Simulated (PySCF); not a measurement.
Compound: CH6AsGeN.
Atom-mapped SMILES: `[H]/[N:1]=[CH:2]\[GeH2:3][AsH2:4]` (hydrogens: H5 on N1; H6 on C2; H7, H8 on Ge3; H9, H10 on As4)

Level of theory: core-valence-separated Tamm–Dancoff BHandHLYP/aug-pcX-1 (pcseg-1 on H, def2-SVPD on Ge, def2-SVPD on As) in PySCF, non-relativistic, gas phase, PBE0-D3(BJ)/def2-SVP geometry. Absolute energies from this functional tend to lie a few eV below measured edges; no shift was applied.

Problem. Give energies, oscillator strengths and core holes at the N K edge.

Solution. 
```
E (eV)       f  core hole on  main final orbital
395.76  0.0604            N1         LUMO (69 %)
399.97  0.0205            N1              spread
401.27  0.0050            N1       LUMO+1 (45 %)
401.51  0.0022            N1       LUMO+2 (32 %)
401.73  0.0016            N1              spread
401.94  0.0026            N1       LUMO+6 (63 %)
402.34  0.0008            N1       LUMO+4 (35 %)
```

The first line with a tenth or more of the strongest one's intensity is at 395.76 eV (f = 0.060), with the hole on N1 (C=N nitrogen). It is also the strongest listed.

Problem. What does the C 1s absorption edge look like?

Solution. 
| E (eV) | f | core hole on | main final orbital | polarisation |
| --- | --- | --- | --- | --- |
| 282.61 | 0.0652 | C2 | LUMO (61 %) | normal to the local trigonal plane |
| 286.48 | 0.0316 | C2 | LUMO+3 (49 %) | in the local trigonal plane |
| 287.11 | 0.0190 | C2 | LUMO+1 (37 %) | in the local trigonal plane |
| 287.47 | 0.0053 | C2 | LUMO+2 (52 %) | mixed |
| 287.91 | 0.0051 | C2 | spread | mixed |
| 288.13 | 0.0018 | C2 | LUMO+6 (63 %) | mixed |
| 288.53 | 0.0009 | C2 | LUMO+4 (39 %) | – |

The first line with a tenth or more of the strongest one's intensity is at 282.61 eV (f = 0.065), with the hole on C2 (C=N carbon), polarised normal to the local trigonal plane: a 1s→π* resonance. It is also the strongest listed.

Roots within 0.03 eV whose holes lie on the same, on equivalent or on shared atoms are summed into one line, and the highest roots are left out, as the search may have cut off their partners. Final orbitals are the ground state's empty Kohn–Sham orbitals. A dash: too weak, shared between unlike atoms, or no plane or axis to refer to.

Problem. What are the wavelength and the wavenumber of the 399.97 eV line?

Solution. λ = 12398.42 eV Å/399.97 eV = 30.998 Å; 3.2260 × 10⁶ cm⁻¹.

Only the lowest roots of each edge were sought. Relativistic effects, spin–orbit coupling among them, are left out although an element past zinc is present.

Conformer computed: `[H]/[N:1]=[CH:2]\[GeH2:3][AsH2:4]`: N1–C2–Ge3–As4 112°, H–As4–Ge3–C2 -44°, H–As4–Ge3–C2 49°.

One conformer stands for the species.
